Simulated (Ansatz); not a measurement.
Level of theory: frozen-core CCSD(T)/cc-pVTZ // ωB97X-D3(BJ)/def2-TZVP (Ansatz, a quantum-chemistry and plane-wave program).

Ansatz 0.2 input:
```yaml
crystal:
  periodic: [false, false, false]
  atoms:
    - { symbol: C, position_ang: [-0.751781, -0.132368, -0.041599] }
    - { symbol: B, position_ang: [0.785577, 0.111083, 0.009183] }
    - { symbol: Cl, position_ang: [1.93054, -1.214221, 0.032934] }
    - { symbol: Cl, position_ang: [1.429747, 1.740464, 0.084347] }
    - { symbol: H, position_ang: [-1.241356, 0.572974, -0.717523] }
    - { symbol: H, position_ang: [-1.159918, 0.063982, 0.957533] }
    - { symbol: H, position_ang: [-1.011864, -1.154157, -0.318398] }
basis:
  gaussian: { orbitals: cc-pVTZ }
correlation:
  method: ccsd_t
```

Output:

```
Functional definition: HF
982 factors; integrals over basis functions are off by at most 1.1e-3 eV
mean field evaluation 1: about -26759.1012 eV, gradient 2.6e1 eV
mean field evaluation 2: about -26759.3019 eV, gradient 2.6e1 eV
mean field evaluation 4: about -26761.2097 eV, gradient 2.5e0 eV
mean field evaluation 8: about -26761.2425 eV, gradient 1.8e-1 eV
mean field evaluation 16: about -26760.7179 eV, gradient 9.6e0 eV
mean field -26761.24267806 eV, -983.4575289970 hartree, gradient 2.8e-6 eV, S^2 0.000000; 0 other end points of the search recorded, 0 dependent functions left out
12 core orbitals not correlated
reference -26761.24267806 eV, -983.4575289970 hartree; 12, 12 occupied and 146, 146 virtual orbitals, 982 factors
second order -17.71399501 eV of doubles, -0.00000000 eV of singles
cycle   1  -18.51906957 eV  change   -8.1e-1 eV  update   8.3e-2
cycle   2  -18.90058571 eV  change   -3.8e-1 eV  update   2.3e-2
cycle   3  -18.97599424 eV  change   -7.5e-2 eV  update   1.2e-2
cycle   4  -18.96896882 eV  change    7.0e-3 eV  update   3.3e-3
cycle   5  -18.96787319 eV  change    1.1e-3 eV  update   1.3e-3
cycle   6  -18.96787307 eV  change    1.2e-7 eV  update   3.7e-4
cycle   7  -18.96781615 eV  change    5.7e-5 eV  update   1.1e-4
cycle   8  -18.96784736 eV  change   -3.1e-5 eV  update   3.0e-5
cycle   9  -18.96784938 eV  change   -2.0e-6 eV  update   1.0e-5
perturbative correction -0.80314898 eV, -0.0295151807 hartree
Total energy: -26781.01367643 eV, -984.1840997856 hartree
```

Cost: very roughly 60 core-seconds.
